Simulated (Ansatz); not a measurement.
Consider the cleavage of the Si–B bond: `C[SiH2]OB[SiH3]` + `[OH][In]([SH])[Br]` → `[SiH3][O][In]([SH])[Br]` + `BO[SiH2]C`.

Calculated with Ansatz (gas phase, PBE0-D4/def2-TZVP geometries, no zero-point term in ΔE). CCSD(T)/CBS is the MP2 limit (def2-TZVPP, def2-QZVPP) plus CCSD(T) − MP2 in def2-TZVPP, frozen cores. Elements past krypton have def2 core potentials. For Br, In outer-core shells are correlated without core-valence functions, which leaves a few kJ/mol of doubt a bond. Scalar relativity is left out up to krypton. One conformer a species, not always the lowest.

```json
{"species": "`C[SiH2]OB[SiH3]`", "HF/def2-QZVPP energy (Eh)": "-720.70830"}
{"species": "`[OH][In]([SH])[Br]`", "HF/def2-QZVPP energy (Eh)": "-3235.41756"}
{"species": "`[SiH3][O][In]([SH])[Br]`", "HF/def2-QZVPP energy (Eh)": "-3525.58213"}
{"species": "`BO[SiH2]C`", "HF/def2-QZVPP energy (Eh)": "-430.60270"}
```

Work out ΔE.

ΔE = (-3525.58213) + (-430.60270) − (-720.70830) − (-3235.41756) = -0.05897 Eh = -1.60 eV. CCSD(T)/CBS gives -1.31 eV.

Largest T1 diagnostic among the species: 0.013.

From PBE to PBE0 (25 % exact exchange), in def2-TZVPP and without D4, ΔE moves by −0.12 eV. In def2-TZVPP, CCSD(T) changes the Hartree–Fock value by +0.28 eV (the triples alone add +0.04 eV) and MP2 by +0.19 eV.
